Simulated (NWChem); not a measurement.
Ge cation, doublet

All runs: NWChem. Spin-unrestricted. The open p shell is one determinant without spherical averaging. No stability test was run on the SCF state. Fermi-contact couplings, non-relativistic, static geometry.

Q: What does the run give for PBE/def2-SVP? Quantities: <S²>.

A: <S²>: 0.752
